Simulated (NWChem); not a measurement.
System: C3H4S2; SMILES C1=CSCS1

NWChem input:

```
start job
memory heap 200 mb stack 900 mb global 1100 mb
geometry units angstroms
  C     -1.295804    -0.577281    -0.281491
  C     -1.228251     0.317755     0.694283
  S      0.320404     1.041700     1.068501
  C      1.263886     0.129955    -0.206700
  S      0.166942    -0.991590    -1.148203
  H     -2.186287    -1.086062    -0.599461
  H     -2.055262     0.649941     1.293139
  H      1.713971     0.845438    -0.894143
  H      2.040190    -0.459431     0.280174
end
basis spherical
  * library def2-svp
end
dft
  xc xpbe96 cpbe96
  disp vdw 4
  iterations 150
end
driver
  maxiter 120
end
task dft optimize
task dft freq
```

The optimisation ended at a saddle point (imaginary frequency).

The level has its own optimisation; frequencies are unscaled. Brackets give each atom's bonded neighbours.

Give the results of this calculation. (PBE-D3(BJ)/def2-SVP.) Quantities: r C–C (Å); r C–S [C(CHS)–S(CC)] (Å); r C–H [C(CHS)–H(C)] (Å); r C–S [C(HHSS)–S(CC)] (Å); highest harmonic frequency (cm⁻¹); lowest (cm⁻¹); zero-point energy (kcal/mol).


* **r C–C (Å)**: 1.350
* **r C–S [C(CHS)–S(CC)] (Å)**: 1.763
* **r C–H [C(CHS)–H(C)] (Å)**: 1.099
* **r C–S [C(HHSS)–S(CC)] (Å)**: 1.852
* **highest harmonic frequency (cm⁻¹)**: 3168
* **lowest (cm⁻¹)**: -94
* **zero-point energy (kcal/mol)**: 37.7
